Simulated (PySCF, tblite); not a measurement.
A complex of Be2+ and 2 × hydrogen chloride

A gas-phase complex of Be2+ and 2 × hydrogen chloride; charge +2, singlet. The structure comes from a short search (6 tight-binding starts) and was optimised by PBE0-D3(BJ)/def2-SVPD; another way of binding may lie lower.

This structure isn't a minimum: the optimisation stopped short of the minimum along a soft mode, which is imaginary here (118i cm⁻¹ by PBE0-D3(BJ)/def2-SVPD), and forces of up to 0.020 eV/Å are left. All values below rest on it.

```csv
part,name,SMILES,atoms,charge,multiplicity
1,Be2+,[Be+2],1,+2,1
2,hydrogen chloride,Cl,2–3,0,1
3,hydrogen chloride,Cl,4–5,0,1
```

```tsv
atom	part	x (Å)	y (Å)	z (Å)
Be1	1	-0.795	-0.753	0.432
Cl2	2	-2.173	0.313	-0.510
H3	2	-3.227	-0.494	-0.443
Cl4	3	0.786	-1.548	1.322
H5	3	0.346	-2.767	1.610
```

```csv
contact,kind (by geometry),distance (Å),angle (°)
Be1···Cl2,bond,1.980,-
Be1···Cl4,bond,1.981,-
```

The parts are joined by the bonds Be1–Cl2 and Be1–Cl4, so these are energies of forming such bonds; deforming the relaxed parts to their shape in the adduct costs 1.6 kcal/mol, which the interaction energies leave out.

Interaction energies are complex less parts, with the parts frozen as they stand in it; counterpoise-corrected, in kcal/mol (PySCF).

Q: How strongly do the parts interact, level by level?

A: 
```csv
level,interaction,superposition error removed
wB97M-D3(BJ)/def2-TZVPD,-198.86,-0.20
PBE0-D3(BJ)/def2-TZVPD,-202.28,-0.21
```

Q: What holds them together? Decompose the wB97M-D3(BJ)/def2-TZVPD energy: frozen parts, their antisymmetrised product, then relaxation.

A: electrostatic -43.0, Pauli repulsion +39.9, orbital relaxation -194.2, dispersion correction -1.8 kcal/mol, which sum to the value before the counterpoise correction; the Pauli term holds the exchange-correlation of the frozen density too. Of the attraction, 81 % is orbital relaxation, 18 % is electrostatic, 1 % is dispersion correction.

Q: Are the pair energies additive?

A: The pairs sum to -226.45 kcal/mol (1–2 -113.3, 1–3 -113.3, 2–3 0.2); the rest of +27.59 is a many-body weakening.

The parts were also relaxed and run alone, at the levels used for the complex: shieldings by PBE0/pcSseg-2.

Values alone: shielding of Be1 (ppm): 130.4; shielding of Cl2 (ppm): 938.5; shielding of Cl4 (ppm): 938.5.

Q: How do these values change when the complex forms?

A: 
```
              property  alone  in the complex  change
shielding of Be1 (ppm)  130.4            98.5   -31.9
shielding of Cl2 (ppm)  938.5           833.6  -104.9
shielding of Cl4 (ppm)  938.5           833.5  -105.1
```

Multiply charged ions in the gas phase bind far more strongly than in solution.
